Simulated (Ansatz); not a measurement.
`C[SiH](N)Cl` → HCl + `C[Si]N`  (silylene formation by 1,1-elimination)

Calculated with Ansatz (gas phase, PBE0-D4/def2-TZVP geometries, no zero-point term in ΔE). CCSD(T)/CBS is the MP2 limit (def2-TZVPP, def2-QZVPP) plus CCSD(T) − MP2 in def2-TZVPP, frozen cores. This one scheme is used for every species. DFT in def2-TZVPP. B3LYP here is the variant with VWN-RPA as its local correlation; programs differ in this. HSE06 is defined as in plane-wave codes. Each species was taken in one conformer, which may not be the lowest.

Is it downhill or uphill in electronic energy at CCSD(T)/CBS, and by how much? (Best estimate.)

Ansatz gave: Uphill: ΔE = +2.87 eV.

What do these levels give: revPBE-D4, B3LYP-D4, r2SCAN0-D4, HSE06-D4, CAM-B3LYP-D4, BLYP, r2SCAN, r2SCAN0, MP2/def2-TZVPP, CCSD/def2-TZVPP, MP2/CBS(def2), CCSD/CBS(def2)? (Estimate.)

Ansatz gave: revPBE-D4 2.73, B3LYP-D4 2.80, r2SCAN0-D4 3.10, HSE06-D4 2.94, CAM-B3LYP-D4 2.89, BLYP 2.47, r2SCAN 3.00, r2SCAN0 3.07, MP2/def2-TZVPP 2.99, CCSD/def2-TZVPP 2.80, MP2/CBS(def2) 3.07, CCSD/CBS(def2) 2.88 eV.

Largest T1 diagnostic among the species: 0.013.

Leaving LDA and LC-ωPBE aside and taking each functional with its dispersion term where it has one, the values, not all of them listed here, spread over 0.47 eV, from BLYP-D4 to r2SCAN0-D4. LDA lies +0.28 eV from PBE without D4. From PBE to PBE0 (25 % exact exchange), in def2-TZVPP and without D4, ΔE moves by +0.19 eV.
